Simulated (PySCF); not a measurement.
Match each property card to its molecule.

Structures:
1. `[SiH3]/N=C/CN[SiH3]`
2. `[H]/N=C\c1cccc[n+]1[O-]`
3. `C=CC(=C)O[SiH3]`
4. `[O-]c1ccc(-c2ccc(O)cc2)cc1`
5. `FCCCF`

Card P (geometry PBE0-D3(BJ)/def2-SVP):
- Rotational constants A, B, C: 2.863, 0.298, 0.272 GHz
- Largest of the computed one-bond spin–spin couplings (means over like bonds) (B3LYP/pcJ-1, spin–dipole term left out): 13C–1H +162.1 (×2), 13C–1H +156.9 (×2), 13C–1H +156.8 (×2), 13C–1H +149.4 (×2), 17O–1H -74.4 Hz
- Isotropic shieldings of nuclei other than C and H, by class (GIAO PBE0/pcSseg-1): -62 (1 O), 229 (1 O) ppm
- HOMO energy (PBE0/pcSseg-1): -0.76 eV

Card Q (geometry PBE0-D3(BJ)/def2-SVP):
- Rotational constants A, B, C: 9.133, 3.022, 2.806 GHz
- Largest of the computed one-bond spin–spin couplings (means over like bonds) (B3LYP/pcJ-1, spin–dipole term left out for some pairs): 19F–13C -233.1 (×2), 13C–1H +155.7 (×4), 13C–1H +130.4 (×2), 13C–13C +40.1 (×2) Hz
- Dipole moment (KT3/pcSseg-2): 2.00 D
- Core binding energies (ΔSCF SCAN, pcX-2 on the ionised atom, pcseg-1 elsewhere, spin-free X2C): C1s 291.3, C1s 293.3 (×2), F1s 692.6 (×2) eV
- Point group: C2
- 13C chemical shifts (computed TMS as zero) by class (GIAO KT3/pcSseg-2): 80.9 (2 C), 37.0 (1 C) ppm

Card R (geometry GFN2-xTB):
* Rotational constants A, B, C: 4.093, 1.098, 0.923 GHz
* Static isotropic polarisability (wB97X-D/def2-SVPD): 93.2 au
* Strongest line among the 8 lowest singlet transitions (TDDFT wB97X-D/def2-SVPD): S7 at 7.57 eV (164 nm, f = 0.045)
* Lowest triplet excitation (Tamm–Dancoff) (TDA wB97X-D/def2-SVPD): 3.86 eV
* Lowest singlet excitation (TDDFT wB97X-D/def2-SVPD): 4.37 eV (284 nm, f = 0.000)

Card S (geometry GFN2-xTB):
* Rotational constants A, B, C: 5.280, 1.878, 1.408 GHz
* Static isotropic polarisability (wB97X-D/def2-SVPD): 81.0 au
* Isotropic shieldings of nuclei other than C and H, by class (GIAO PBE0/pcSseg-1): 248 (1 O), 393 (1 Si) ppm
* Strongest line among the 8 lowest singlet transitions (TDDFT wB97X-D/def2-SVPD): S1 at 5.77 eV (215 nm, f = 0.487)
* Lowest triplet excitation (Tamm–Dancoff) (TDA wB97X-D/def2-SVPD): 3.39 eV
* Point group: Cs

Card T (geometry GFN2-xTB):
- Rotational constants A, B, C: 3.401, 1.531, 1.056 GHz
- Static isotropic polarisability (wB97X-D/def2-SVPD): 91.4 au
- Lowest singlet excitation (TDDFT wB97X-D/def2-SVPD): 3.71 eV (335 nm, f = 0.001)
- Strongest line among the 8 lowest singlet transitions (TDDFT wB97X-D/def2-SVPD): S6 at 5.80 eV (214 nm, f = 0.535)
- HOMO energy (wB97X-D/def2-SVPD): -8.67 eV
- Dipole moment (wB97X-D/def2-SVPD): 5.88 D
- Lowest triplet excitation (Tamm–Dancoff) (TDA wB97X-D/def2-SVPD): 2.68 eV

Species are written as SMILES; each is one conformer at its optimised geometry, gas phase, non-relativistic unless stated; the electronic structure was computed with PySCF and density fitting. NMR classes are plain means over equivalent atoms (diastereotopic ones count apart unless rotation or inversion swaps them), as if these changed places fast.

Which card belongs to which structure?

P = 4, Q = 5, R = 1, S = 3, T = 2. What ties each card to its structure:
- 1 (card R), C2H10N2Si2, monoisotopic mass 118.0 u, 6 heavy atoms: an asymmetric top with C = 0.923 GHz; polarisability 93.2 au for 64 electrons, the largest shown.
- 2 (card T), C6H6N2O, monoisotopic mass 122.0 u, 9 heavy atoms: an asymmetric top with C = 1.056 GHz; polarisability 91.4 au for 64 electrons; dipole 5.88 D.
- 3 (card S), C4H8OSi, monoisotopic mass 100.0 u, 6 heavy atoms: an asymmetric top with C = 1.408 GHz; polarisability 81.0 au for 54 electrons, the smallest shown.
- 4 (card P), [C12H9O2]-, monoisotopic mass 185.1 u, 14 heavy atoms: a HOMO at -0.76 eV for the only species of charge -1; an asymmetric top with C = 0.272 GHz, the lowest such constant on the cards.
- 5 (card Q), C3H6F2, monoisotopic mass 80.0 u, 5 heavy atoms: 3 C in 2 classes; core lines of C and F; point group C2; the least shielded carbon (80.9 ppm) is an sp3 C–F carbon; an asymmetric top with C = 2.806 GHz, the highest such constant on the cards; dipole 2.00 D.
